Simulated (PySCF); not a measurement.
Job for PySCF: R-B3LYP/6-31G* on HF (SMILES F).

```python
from pyscf import gto, scf, dft, mp
from pyscf.data.elements import chemcore

mol = gto.M(
    atom='''
    F     1.45958480    0.31951535   -0.17441569
    H     1.34353286    0.29973948    0.74874191
    ''',
    basis='6-31g*',
    cart=True,
    charge=0, spin=0, verbose=3, max_memory=1800)
mf = dft.RKS(mol, xc='b3lyp')
mf.conv_tol = 1e-8
mf.max_cycle = 100
mf.kernel()
if not mf.converged:
    mf = mf.newton().run(mf.mo_coeff, mf.mo_occ)
```

Program output:

```
converged SCF energy = -100.420161367292
```

Self-consistency was reached.

Cost: roughly 0.16 core-seconds.
